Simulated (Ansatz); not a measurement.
Input file for Ansatz (a quantum-chemistry and plane-wave program): R-CCSD(T)/aug-cc-pV(D+d)Z on CH2OS (a complex). Files ending in .json are basis or fitting sets from the Basis Set Exchange.

Ansatz 0.2 input:
```yaml
crystal:
  periodic: [false, false, false]
  atoms:
    - {symbol: C, position_ang: [0.17069780, -0.63454394, 0.19886427]}
    - {symbol: O, position_ang: [-0.00319992, 0.27863882, -0.43451027]}
    - {symbol: S, position_ang: [-0.20466250, 0.14233017, 3.69235758]}
    - {symbol: H, position_ang: [0.94251898, -0.48369684, 3.38566759]}
    - {symbol: H, position_ang: [-0.94550326, -0.89885740, 3.28115322]}
basis:
  gaussian:
    orbitals: aug-cc-pV_D+d_Z.json
magnetization: {spin_polarized: false}
correlation: {method: ccsd_t, electrons: outside_noble_gas}
scf: {lower_state_search: off}
```

Program output:

```
WARN ansatz: RAYON_NUM_THREADS=2 ignored (pool sized by the plan → 2); use --threads N
Functional definition: HF
these checks for a lower state are left out or cut short: stability, starts, cluster_reference, orbital_swaps, neighbouring_geometries, increment
integrals: 0.11 GiB planned
940 factors; integrals over basis functions are off by at most 7.7e-4 eV
mean field: 0.19 GiB planned
mean field evaluation 1: about -13915.5667 eV, gradient 2.8e1 eV
mean field evaluation 2: about -13915.5687 eV, gradient 2.8e1 eV
mean field evaluation 4: about -13917.3984 eV, gradient 2.9e0 eV
mean field evaluation 8: about -13917.4382 eV, gradient 2.3e-4 eV
mean field -13917.43822970 eV, -511.4564213630 hartree, gradient 2.2e-6 eV, S^2 0.000000; 0 other end points of the search recorded, 0 dependent functions left out
7 core orbitals not correlated
reference -13917.43822970 eV, -511.4564213630 hartree; 9, 9 occupied and 80, 80 virtual orbitals, 940 factors
second order -12.44699236 eV of doubles, -0.00000000 eV of singles
coupled cluster: 0.33 GiB planned
cycle   1  -12.73941488 eV  change   -2.9e-1 eV  update   1.1e-1
cycle   2  -13.16191043 eV  change   -4.2e-1 eV  update   3.4e-2
cycle   3  -13.28577024 eV  change   -1.2e-1 eV  update   1.7e-2
cycle   4  -13.27775932 eV  change    8.0e-3 eV  update   3.1e-3
cycle   5  -13.27916349 eV  change   -1.4e-3 eV  update   9.9e-4
cycle   6  -13.27893934 eV  change    2.2e-4 eV  update   2.5e-4
cycle   7  -13.27887828 eV  change    6.1e-5 eV  update   7.7e-5
cycle   8  -13.27889137 eV  change   -1.3e-5 eV  update   2.8e-5
cycle   9  -13.27888906 eV  change    2.3e-6 eV  update   8.7e-6
perturbative correction -0.48185424 eV, -0.0177078168 hartree
Total energy: -13931.19897301 eV, -511.9621193522 hartree
Checks for a lower state left out: stability, starts, cluster_reference, orbital_swaps, neighbouring_geometries, increment
```

Self-consistency was reached.

Cost: roughly 6 core-seconds.
